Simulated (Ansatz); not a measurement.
# Bend profile

Si$_{2}$H$_{4}$S$_{2}$, closed shell, at its PBE0-D4/def2-TZVP minimum:

Si1  (0.030, 1.324, -0.388)
S2  (1.033, -0.371, -1.227)
Si3  (-0.008, -1.338, 0.374)
S4  (-1.014, 0.356, 1.210)
H5  (0.984, 2.346, 0.108)
H6  (-0.897, 1.959, -1.356)
H7  (-0.958, -2.364, -0.119)
H8  (0.922, -1.968, 1.343)
(Å)

The angle H8–Si3–S2 (112.1° at the minimum) is set to the values below, H8, with anything bonded beyond it, turning rigidly in the plane of the angle. Each method's energies count from its own value at the PBE0-D4 minimum structure. Computed with Ansatz 0.2.0 (basis: def2-TZVPP); correlated methods freeze the cores.

CCSD(T) energies along the scan:
| angle (°) | CCSD(T) (kcal/mol) |
| --- | --- |
| 94.1 | 5.39 |
| 98.6 | 3.00 |
| 103.1 | 1.33 |
| 107.6 | 0.34 |
| 112.1 | 0.00 |
| 116.6 | 0.29 |
| 121.1 | 1.18 |
| 125.6 | 2.66 |
| 130.1 | 4.72 |
They count from the CCSD(T) energy at the PBE0-D4 minimum.

Minimum and curvature along this coordinate at CCSD(T): A fifth-order fit through the nearest points gives 112.3°, with a curvature of about 1.3 meV/deg².

Largest difference from the CCSD(T) curve over the scan: PBE-D4 0.53; PBE0-D4 0.31; wB97M-V 0.21 kcal/mol. Each curve counts from its own value at the minimum.

No T1 diagnostic of these runs exceeds 0.012.

For scale, one of the runs: CCSD(T)/def2-TZVPP, 224 basis functions (an equivalent command: `ansatz run in.yaml --threads 4`). Hardware: 4 CPU threads, shared host. Wall time 39 s; peak host memory 3.1 GiB.
